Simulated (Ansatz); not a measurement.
Cost and result for the atomization energy of C2H4NSb, SMILES `C=C=[N][SbH2]` (8 atoms, 7 bonds).

Cartesian coordinates in Å:
```
C -1.308 -1.259 -0.417
C -0.461 -0.591 0.333
N 0.322 -0.030 1.062
Sb 1.041 1.877 0.693
H -0.941 -1.935 -1.177
H -2.373 -1.150 -0.267
H 2.663 1.350 0.788
H 1.058 1.737 -1.016
```

Total charge 0; spin multiplicity 1. Correlated methods include outer-core shells of Sb, which these sets cover unevenly. Sb: def2 effective core potential. The structure was optimised at the PBE0-D4/def2-TZVP level. Program: Ansatz. All runs use 2 threads of an Intel Xeon Platinum 8375C on a shared host. Times are those of one run each, without the atoms' runs, and a repeat can differ threefold. Electronic energies, without spin–orbit coupling; frozen cores. CCSD(T)/CBS adds CCSD(T) − MP2 in def2-TZVPP to the MP2 limit, and its time is that of the two runs behind it. T1 = 0.015. With those shells the extrapolation isn't a true limit. B3LYP takes the VWN-RPA correlation (the form of Gaussian; ORCA's B3LYP/G).

CCSD(T)/CBS is a level of theory with its own doubt, some kJ/mol a heavy atom from the limit and from the frozen cores, so smaller differences don't rank the functionals.

| level | functions | wall time | atomization (kJ/mol) | difference from CCSD(T)/CBS | per bond |
| --- | --- | --- | --- | --- | --- |
| revPBE-D4/def2-TZVPP | 199 | 1.8 s | 2861.0 | 50.0 | 7.1 |
| BLYP-D4/def2-TZVPP | 199 | 1.8 s | 2898.3 | 87.3 | 12.5 |
| PBE-D4/def2-TZVPP (with forces) | 199 | 2.2 s | 2945.1 | 134.1 | 19.1 |
| PBE0-D4/def2-TZVPP | 199 | 2.3 s | 2841.4 | 30.4 | 4.3 |
| B3LYP-D4/def2-TZVPP (with forces) | 199 | 3.7 s | 2861.2 | 50.2 | 7.2 |
| r2SCAN-D4/def2-TZVPP (with forces) | 199 | 3.8 s | 2827.7 | 16.7 | 2.4 |
| CCSD(T)/def2-SVP | 88 | 4.1 s | 2597.7 | -213.3 | -30.5 |
| PBE-QIDH/def2-TZVPP | 199 | 5 s | 2776.0 | -35.0 | -5.0 |
| B97M-V/def2-TZVPP | 199 | 7 s | 2865.9 | 54.9 | 7.8 |
| ωB97M-V/def2-TZVPP (with forces) | 199 | 8.5 s | 2828.1 | 17.1 | 2.4 |
| MP2/def2-QZVPP | 373 | 14 s | 2808.2 | -2.8 | -0.4 |
| CCSD(T)/def2-TZVPP | 199 | 68 s | 2718.7 | -92.3 | -13.2 |
| CCSD(T)/CBS(def2) | – | 82 s | 2811.0 | 0.0 | 0.0 |

Leaving LDA and LC-ωPBE aside and taking each functional with its dispersion term where it has one, the values, not all of them listed here, spread over 223.0 kJ/mol, from BHLYP-D4 to PBE-D4. LDA lies +398.6 kJ/mol from PBE without D4, its usual overbinding. From BLYP to BHLYP (50 % exact exchange), in def2-TZVPP and without D4, the atomization energy moves by −160.9 kJ/mol: exact exchange takes away binding that semilocal exchange gives to molecules. In def2-TZVPP, CCSD(T) changes the Hartree–Fock value by +879.1 kJ/mol (the triples alone add +66.8 kJ/mol) and MP2 by +913.2 kJ/mol; breaking electron pairs costs correlation energy, which Hartree–Fock lacks.
